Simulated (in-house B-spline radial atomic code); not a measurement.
The numbers below are computed, except where a source is named.
# Building a PAW d channel for Ge, r_c = 1.26 bohr

Ge, [Ar] 3d10 4s2 4p2, non-relativistic PBE, spherical and spin-unpolarised, from a B-spline radial code for spherical atoms (atomic units; all potentials screened as in the neutral atom).

Two all-electron partial waves φ1, φ2 are integrated outwards at E1 = ε(3d) = -1.108006 and E2 = E1 + 2 hartree; φ1 is the bound orbital and φ2 has unit norm inside r_c = 1.2557 bohr. Smooth partners are polynomials, r^3(a0 + a1 r² + a2 r⁴ + a3 r⁶), matched to φ and three derivatives at r_c, with no condition on the norm. The local potential is -15.7109 + (23.6713) r² + (-15.2176) r⁴ + (3.63053) r⁶ inside 1.0281 bohr and the all-electron one outside.

```tsv
wave	φ(r_c)	φ'(r_c)	a0	a1	a2	a3
1	0.5272752	-0.7408922	3.226789	-4.193766	2.002335	-0.3382711
2	1.144726	3.326844	-2.28045	4.551318	-2.399169	0.4201388
```

Inside r_c the overlaps are <φi φj> = [[0.90393, -0.65057], [-0.65057, 1.00000]] and, for the smooth waves, [[0.27611, 0.08652], [0.08652, 0.16117]]. With χj = (Ej − T − V_local) applied to smooth wave j, the program's quadrature gives the matrix B_ij = <smooth i, χj> as [[-0.77607, 1.31897], [-0.15521, 0.13232]].

Task: Check the match of the first wave, and find the augmentation charges q_ij.

Result: At r_c the four terms are 6.38893, -13.09283, 9.85685, -2.62566, which sum to 0.5273, φ1(r_c) to rounding. q_ij is the all-electron overlap less the smooth one: [[0.62782, -0.73709], [-0.73709, 0.83883]]. The smooth first wave has a norm of 0.2761 inside r_c against 0.9039, and q11 > 0 puts back the missing charge.

Task: B isn't symmetric. Show that D_ij = B_ij + Ej q_ij is.

Result: Integrating by parts gives B12 − B21 = (E1 − E2) q12: 1.31897 − (-0.15521) = 1.47418, and −2 × (-0.73709) = 1.47419. So D12 = 1.31897 + (0.891994)(-0.73709) = 0.66149 and D21 = -0.15521 + (-1.108006)(-0.73709) = 0.66149; D11 = -1.47170, D22 = 0.88056. The projectors, p = (B⁻¹)ᵀ χ, are dual to the smooth waves; det B = 0.1.

Solving (T + V_local + Σ p D p) ψ = E (1 + Σ p q p) ψ in a sphere of 9 bohr gives these levels:

| all-electron | one projector | two projectors |
| --- | --- | --- |
| -1.108010 | -1.108000 | -1.108000 |
| 0.092440 | 0.095520 | 0.092445 |
| 0.315896 | 0.329414 | 0.315908 |
| 0.688407 | 0.721279 | 0.688411 |
| 1.200660 | 1.266350 | 1.200680 |

Task: What does the second projector gain?

Result: With one projector the errors are +0.01, +3.08, +13.52, +32.87, +65.69 millihartree. With two the errors are +0.01, 0.00, +0.01, 0.00, +0.02 millihartree. The scattering is exact at E1 and at E2 = 0.892, and over all levels compared the largest error is 0.02 millihartree. The lowest eigenvalue of the overlap operator is 1 with one and 0.9332 with two projectors. The smooth orbital alone needs a cutoff of 43.1 hartree for 1 millihartree of kinetic energy, against 84.5 for a norm-conserving Troullier-Martins orbital of the same radius; part of the gain comes from giving up the norm, part from the simpler form.
